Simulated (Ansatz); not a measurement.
Job for Ansatz (a program for electronic structure): R-CCSD(T)/cc-pV(T+d)Z on OSi (SMILES O=[Si]), 2S+1 = 1, a spin state set in the input, which need not be the lowest, at the other state's geometry. Files ending in .json are basis or fitting sets from the Basis Set Exchange.

Ansatz 0.2 input:
```yaml
crystal:
  periodic: [false, false, false]
  atoms:
    - {symbol: O, position_ang: [-0.00000000, -0.00000000, -1.00159084]}
    - {symbol: Si, position_ang: [0.00000000, 0.00000000, 0.57233762]}
basis:
  gaussian:
    orbitals: cc-pV_T+d_Z.json
magnetization: {spin_polarized: false}
correlation: {method: ccsd_t, electrons: outside_noble_gas}
scf: {omitted_lower_state_checks: [cluster_reference]}
```

Output:

```
WARN ansatz: RAYON_NUM_THREADS=1 ignored (pool sized by the plan → 1); use --threads N
Functional definition: HF
these checks for a lower state are left out or cut short: cluster_reference
integrals: 0.04 GiB planned
427 factors; integrals over basis functions are off by at most 1.3e-3 eV
mean field: 0.08 GiB planned
mean field evaluation 1: about -9895.3153 eV, gradient 4.9e1 eV
mean field evaluation 2: about -9895.3182 eV, gradient 4.9e1 eV
mean field evaluation 4: about -9900.3823 eV, gradient 2.9e0 eV
mean field evaluation 8: about -9900.4233 eV, gradient 1.1e-4 eV
mean field -9900.42327922 eV, -363.8338447634 hartree, gradient 1.4e-6 eV, S^2 0.000000; 0 other end points of the search recorded, 0 dependent functions left out
6 core orbitals not correlated
reference -9900.42327922 eV, -363.8338447634 hartree; 5, 5 occupied and 58, 58 virtual orbitals, 427 factors
second order -9.35487259 eV of doubles, -0.00000000 eV of singles
coupled cluster: 0.11 GiB planned
cycle   1  -8.79164084 eV  change    5.6e-1 eV  update   1.5e-1
cycle   2  -9.20962696 eV  change   -4.2e-1 eV  update   6.9e-2
cycle   3  -9.35694680 eV  change   -1.5e-1 eV  update   3.0e-2
cycle   4  -9.33433603 eV  change    2.3e-2 eV  update   8.8e-3
cycle   5  -9.33468630 eV  change   -3.5e-4 eV  update   3.2e-3
cycle   6  -9.33587475 eV  change   -1.2e-3 eV  update   1.1e-3
cycle   7  -9.33514841 eV  change    7.3e-4 eV  update   3.7e-4
cycle   8  -9.33512286 eV  change    2.6e-5 eV  update   9.8e-5
cycle   9  -9.33513690 eV  change   -1.4e-5 eV  update   3.5e-5
cycle  10  -9.33510662 eV  change    3.0e-5 eV  update   1.0e-5
cycle  11  -9.33510505 eV  change    1.6e-6 eV  update   5.1e-6
perturbative correction -0.52301029 eV, -0.0192202737 hartree
Total energy: -9910.28139456 eV, -364.1961238200 hartree
Checks for a lower state left out: cluster_reference
```

The run converged.

Cost: very roughly 0.9 core-seconds.
